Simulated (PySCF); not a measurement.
**An isoelectronic set: 52 electrons**

CCSD(T) in PySCF with def2-SVP on every atom (core potentials on Sb, Te), for the lowest determinant that a PBE0 search found; no spin–orbit coupling. All have 52 electrons, 6 of them in the valence shells, and the same state, a triplet (π ↑↑). For ions De leads to the atom and ion picked by measured ionisation energies and electron affinities.

```json
{"species": "KAs", "difference of nuclear charges": "14", "Re (Å)": "3.226", "ωe (cm⁻¹)": "149", "k (mdyn/Å)": "0.337", "De (eV)": "0.68", "dissociates to": "K + As"}
{"species": "SbH", "difference of nuclear charges": "50", "Re (Å)": "1.724", "ωe (cm⁻¹)": "1898", "k (mdyn/Å)": "2.12", "De (eV)": "2.28", "dissociates to": "Sb + H"}
{"species": "KSe⁺", "difference of nuclear charges": "15", "Re (Å)": "3.565", "ωe (cm⁻¹)": "88.7", "k (mdyn/Å)": "0.121", "De (eV)": "0.40", "dissociates to": "K⁺ + Se"}
{"species": "TeH⁺", "difference of nuclear charges": "51", "Re (Å)": "1.675", "ωe (cm⁻¹)": "2086", "k (mdyn/Å)": "2.56", "De (eV)": "2.41", "dissociates to": "Te⁺ + H"}
```

(1) Which member of the whole set has the stiffest bond, and how does it compare with the softest?

Correlated steps freeze the inner cores (4 to 14 orbitals); shallow outer-core shells are correlated. Weak bonds: KSe⁺. Basis-set superposition, not corrected here, can be much of De in a small basis, most of all at correlated wavefunction levels. These are scalar-relativistic numbers at best; spin–orbit coupling would shift them, the dissociation energy most. For an ion De counts to the pair picked by the measured ionisation energies or electron affinities, which need not be the lowest pair at this level. States were picked by a PBE0 search and need not be the measured ground states.

Results:

(1) TeH⁺ with k = 2.56 mdyn/Å, 21 times that of KSe⁺.
